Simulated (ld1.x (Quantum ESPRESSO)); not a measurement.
# Reading a pseudo-wave (antimony)

Columns: radius, all-electron u(r) and pseudo u(r) of the 5p shell (level -5.45 eV) of antimony in the configuration [Kr] 4d10 5s1 5p4; PW91, scalar-relativistic, TM scheme, ld1.x (Quantum ESPRESSO) 7.5.

```json
{"r (bohr)": "0.118", "all-electron": "0.0208", "pseudo": "-0.0026"}
{"r (bohr)": "0.235", "all-electron": "-0.1868", "pseudo": "-0.0102"}
{"r (bohr)": "0.353", "all-electron": "-0.0554", "pseudo": "-0.0233"}
{"r (bohr)": "0.470", "all-electron": "0.1528", "pseudo": "-0.0418"}
{"r (bohr)": "0.588", "all-electron": "0.2760", "pseudo": "-0.0664"}
{"r (bohr)": "0.705", "all-electron": "0.2884", "pseudo": "-0.0971"}
{"r (bohr)": "0.822", "all-electron": "0.2208", "pseudo": "-0.1343"}
{"r (bohr)": "0.940", "all-electron": "0.1082", "pseudo": "-0.1786"}
{"r (bohr)": "1.058", "all-electron": "-0.0206", "pseudo": "-0.2293"}
{"r (bohr)": "1.175", "all-electron": "-0.1468", "pseudo": "-0.2852"}
{"r (bohr)": "1.292", "all-electron": "-0.2622", "pseudo": "-0.3449"}
{"r (bohr)": "1.410", "all-electron": "-0.3630", "pseudo": "-0.4064"}
{"r (bohr)": "1.528", "all-electron": "-0.4468", "pseudo": "-0.4662"}
{"r (bohr)": "1.645", "all-electron": "-0.5136", "pseudo": "-0.5205"}
{"r (bohr)": "1.763", "all-electron": "-0.5658", "pseudo": "-0.5674"}
{"r (bohr)": "1.880", "all-electron": "-0.6042", "pseudo": "-0.6043"}
{"r (bohr)": "1.998", "all-electron": "-0.6311", "pseudo": "-0.6310"}
{"r (bohr)": "2.115", "all-electron": "-0.6477", "pseudo": "-0.6476"}
{"r (bohr)": "2.232", "all-electron": "-0.6558", "pseudo": "-0.6558"}
{"r (bohr)": "2.350", "all-electron": "-0.6567", "pseudo": "-0.6567"}
{"r (bohr)": "2.468", "all-electron": "-0.6515", "pseudo": "-0.6515"}
{"r (bohr)": "2.585", "all-electron": "-0.6416", "pseudo": "-0.6416"}
{"r (bohr)": "2.702", "all-electron": "-0.6279", "pseudo": "-0.6279"}
{"r (bohr)": "2.820", "all-electron": "-0.6109", "pseudo": "-0.6109"}
{"r (bohr)": "2.938", "all-electron": "-0.5916", "pseudo": "-0.5916"}
{"r (bohr)": "3.055", "all-electron": "-0.5706", "pseudo": "-0.5706"}
```

Task: How many radial nodes do the two functions have?

Result: The all-electron 5p function has n − l − 1 = 3; the pseudo-wave has 0, since the states of the same l below it are removed with the core.

Task: At about which radius was the pseudo-wave matched?

Result: 2.35 bohr. The columns agree to 0.0005 from 1.88 bohr on; several derivatives are matched, so the curves merge somewhat inside the radius.

Task: Where does each function peak?

Result: Outermost all-electron maximum near 2.35 bohr, pseudo maximum near 2.35 bohr (to the table’s step).

Task: Is the pseudo-wave norm-conserving?

Result: Yes: the TM scheme keeps the norm inside the radius equal to the all-electron one, which fixes the energy derivative of the logarithmic derivative at the level.
